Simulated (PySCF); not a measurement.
# Ionisation energy of As by level of theory

As [Ar] 3d10 4s2 4p3 (4S) → As+ [Ar] 3d10 4s2 4p2 (3P), as a difference of total energies. Computed with PySCF 2.14 in x2c-TZVPall (6s5p4d1f, 48 functions), with the spin-free X2C one-electron Hamiltonian (Gaussian nucleus). Correlated levels: valence: [Ar] 3d10 frozen. The calculations carry no spin-orbit coupling.

Problem. Order these methods by the ionisation energy they give, lowest first.
A. r2SCAN
B. SCS-MP2 (valence)
C. MN15
D. CCSD(T) (valence)

Solution. B (9.763 eV), D (9.910 eV), C (9.967 eV), A (10.113 eV).

Errors of the correlated levels include the incompleteness of this basis and the frozen core.

For comparison: 10.008 eV (measured; NIST levels, between the centres of gravity of the two terms).
